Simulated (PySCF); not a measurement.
r2SCAN on As (arsenic, neutral), [Ar] 3d10 4s1 4p3 4d1, high-spin 6D determinant (an excited configuration). All numbers are calculated (PySCF 2.14, scalar relativity by spin-free X2C-1e, in x2c-TZVPPall with one added diffuse shell each of s, p, d type (7s6p5d1f, 57 functions)).

```
cycle= 1 E= -2260.13506529154  delta_E= -0.00741  |g|= 0.118  |ddm|= 0.142
cycle= 2 E= -2260.1349335507  delta_E= 0.000132  |g|= 0.119  |ddm|= 0.0783
cycle= 3 E= -2260.13653763365  delta_E= -0.0016  |g|= 0.00284  |ddm|= 0.0414
cycle= 4 E= -2260.13653994121  delta_E= -2.31e-06  |g|= 0.00015  |ddm|= 0.00353
cycle= 5 E= -2260.13653996767  delta_E= -2.65e-08  |g|= 1.18e-05  |ddm|= 0.000714
cycle= 6 E= -2260.13653996788  delta_E= -2.02e-10  |g|= 4.91e-07  |ddm|= 7.22e-05
converged SCF energy = -2260.13653996788  <S^2> = 8.7517587  2S+1 = 6.0005862
```

Highest occupied orbital energy: 0.278 eV; ⟨L²⟩ = 6.00; populations by l: s 7.00, p 15.00, d 11.00, f 0.00.

Question: Can this result be used?

Answer: Not for this state. Self-consistency was reached. The outer electron is Rydberg-like, and this basis confines it to a smaller radius and binds it less than a complete one would. At r2SCAN the highest occupied level has a positive energy, so only the finite basis holds that electron; for this excited configuration the basis is too tight for the outer shell.
